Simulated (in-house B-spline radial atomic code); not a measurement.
The numbers below are computed, except where a source is named.
Two electrons in Ge: a Gaussian well −V exp(−r²/w²) with V = 298 meV and w = 32 nm

For Ge the NSM archive of the Ioffe Institute lists m_l = 1.6 m0, m_t = 0.08 m0 and ε = 16.2; the model takes one isotropic valley with the conductivity mass 3/(1/m_l + 2/m_t) = 0.117 m0, and so misses anisotropy and the other valleys. All triplets below are those of one valley; with several valleys two electrons can form a triplet in the 1s orbital itself, at an energy set by the valley splitting.

Effective-mass model with parabolic bands, a uniform dielectric constant, no image charges, no central-cell or spin-orbit terms. Two-electron levels come from full CI in B-splines with partial waves to l = 5 (up to 0.001 effective hartree above the limit).

(1) What are the effective units, and what is the potential in them?

In these units the lowest s and p orbitals lie at -22.2418 and -20.7032, and their Coulomb and exchange integrals are J_ss = 0.9913, J_sp = 0.8210 and K_sp = 0.163. Full CI gives -43.5622 for the ground singlet, -42.3044 for the sp triplet, -42.0307 for the sp singlet and -40.8414 for the lowest triplet of two s orbitals.

(2) What does it cost to add the second electron, to first order and exactly?

(3) How far above the singlet do the triplets lie?

Results:

(1) Ha* = 27211.386 meV × 0.117/16.2² = 12.13 meV and a* = 0.0529177 nm × 16.2/0.117 = 7.327 nm. V = 24.6 Ha* and w = 4.37 a*.

(2) To first order E = 2ε_s + J_ss = -43.4922, so the charging energy E(2) − 2E(1) is J_ss = 12.03 meV. CI gives -43.5622 − 2 × (-22.2418) = 0.9214, or 11.18 meV: relaxation and correlation lower it by 0.849 meV, 7.1 % of J_ss. The s² configuration of one-electron orbitals holds 98.2 % of the state, and the mean radius is 7.03 nm. The second electron is bound by ε_s − E = 258.6 meV, against 269.8 meV for the first.

(3) To first order the sp triplet lies at ε_s + ε_p + J_sp − K_sp = -42.2871, which is 14.62 meV above 2ε_s + J_ss. CI gives -42.3044 − (-43.5622) = 1.2578, or 15.26 meV, 82 % of the orbital spacing of 18.66 meV. The ss triplet lies 33.01 meV up, so the lower of the two is the sp one, and its gap equals k_BT at 177 K. The sp singlet-triplet splitting is 3.321 meV, against 2K_sp = 3.956 meV.
